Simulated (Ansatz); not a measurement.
```yaml
crystal:
  periodic: [false, false, false]
  atoms:
    - {symbol: C, position_ang: [-0.473476, 0.819019, -0.330233]}
    - {symbol: C, position_ang: [0.711611, 0.833691, 0.046186]}
    - {symbol: Si, position_ang: [0.539172, -0.832989, 0.255223]}
    - {symbol: N, position_ang: [-0.886387, -0.407233, -0.418113]}
    - {symbol: H, position_ang: [-1.074763, 1.581013, -0.581140]}
    - {symbol: H, position_ang: [1.327859, 1.606798, 0.102679]}
    - {symbol: H, position_ang: [1.270610, -1.731158, -0.471562]}
    - {symbol: H, position_ang: [0.419220, -1.307197, 1.532931]}
    - {symbol: H, position_ang: [-1.752519, -0.604449, -0.151887]}
basis:
  gaussian: {orbitals: def2-TZVP}
magnetization: {spin_polarized: true, initial_magnetization: 8}
hamiltonian: {xc: {name: PBEsol}, dispersion: d4}
accuracy: high
```

```sh
$ ansatz run in.yaml --threads 2 --pin off --events-out ev --progress --plain --max-ram 4352MiB
```

Output, abridged:

```
Functional definition: PBEsol
2897 factors; integrals over basis functions are off by at most 3.9e-9 eV
mean field evaluation 1: about -11440.1723 eV, gradient 5.2e1 eV
mean field evaluation 2: about -11354.3848 eV, gradient 1.2e2 eV
mean field evaluation 4: about -11444.2041 eV, gradient 3.4e1 eV
mean field evaluation 8: about -11453.6925 eV, gradient 1.5e0 eV
mean field evaluation 16: about -11453.7053 eV, gradient 5.8e-3 eV
mean field evaluation 32: about -11453.7053 eV, gradient 4.8e-8 eV
mean field -11453.70525133 eV, -420.9159043860 hartree, gradient 4.8e-8 eV, S^2 20.004505; 6 other end points of the search recorded, 0 dependent functions left out
reference -11453.70525550 eV, -420.9159045395 hartree; 23, 15 occupied and 137, 145 virtual orbitals, 2897 factors
Total energy: -11453.76127707 eV, -420.9179632941 hartree
```

In this input the spin is set far too high for this molecule. Self-consistency was reached. The result belongs to that input, not to the molecule as meant.
